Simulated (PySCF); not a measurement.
GaF, SMILES [F][Ga] (connectivity only; charge and spin as stated), neutral, multiplicity 1. Atoms are numbered in the order given.

```xyz
2

Ga     0.0000     0.0000    -0.4056
F      0.0000     0.0000     1.3971
```

Geometry optimised at B3LYP-D3(BJ)/def2-TZVPD.

Vertical ionisation energy (IE) and electron affinity (EA) in eV. Rows of orbital energies are one-electron estimates. Where ΔSCF, EOM or ADC give a negative EA the extra electron is unbound and the value depends on the basis.

```tsv
level	IE	EA
−ε(HOMO), −ε(LUMO), B3LYP/def2-TZVPD (PySCF)	7.79	1.72
−ε(HOMO), −ε(LUMO), HF/def2-TZVPD (PySCF)	10.04	-1.05
ADC(3)/aug-cc-pVDZ (PySCF)	10.37	-0.10
```

**Question.** Beyond the first one, list the lowest photoelectron lines from ADC(3)/aug-cc-pVDZ run with PySCF with their pole strengths (two spins summed). (An estimate is asked for; the answer gives what the named calculation found.)

**Answer.** 14.68 eV (1.70), 14.68 eV (1.70), 15.71 eV (0.05), 15.71 eV (0.05), 16.22 eV (1.60).
